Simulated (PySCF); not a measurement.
Input for PySCF: R-HF/3-21G on LiBe+, 2S+1 = 1, a point of a bond scan (R = 2.757 Å). Charge +1.

```python
from pyscf import gto, scf, dft, mp
from pyscf.data.elements import chemcore

mol = gto.M(
    atom='''
    Li    0.00000000    0.00000000    0.00000000
    Be    0.00000000    0.00000000    2.75709000
    ''',
    basis='3-21g',
    charge=1, spin=0, verbose=3, max_memory=1800)
mf = scf.RHF(mol)
mf.conv_tol = 1e-8
mf.max_cycle = 100
mf.kernel()
if not mf.converged:
    mf = mf.newton().run(mf.mo_coeff, mf.mo_occ)
```

Program output:

```
converged SCF energy = -21.6963396122649
```

The calculation finished and met its thresholds.

Cost: very roughly 0.05 core-seconds.
